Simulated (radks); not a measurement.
Problem. The mean radii <r> (bohr) of the occupied orbitals of an atom or ion are listed with their occupations. All-electron calculation, Dirac Kohn-Sham, relativistic LDA (MacDonald-Vosko exchange, VWN5 correlation), spin-unpolarised, spherical densities, finite nucleus; Fermi nuclear charge, rms radius of each element as measured or else 0.836 A^(1/3) + 0.57 fm. Program: a radial shooting solver on a logarithmic mesh with Libxc functionals.

orbital  occ.      <r>
1s1/2       2  0.05215
2s1/2       2   0.2229
2p1/2       2   0.1905
2p3/2       1   0.1934

Name the element and its charge. Open shells, if any, fill j = l - 1/2 first.

Solution. Z = 29, copper, charge +22: Cu22+ in [He] 2s2 2p3. The 1s radius gives Z: for a bare nucleus <r> = (2 gamma + 1)/(2Z) with gamma = sqrt(1 - (Z/c)^2), 0.05094 bohr for Z = 29, and screening makes it slightly larger (0.05215 here). The occupations add up to 7, and the charge is Z minus that.
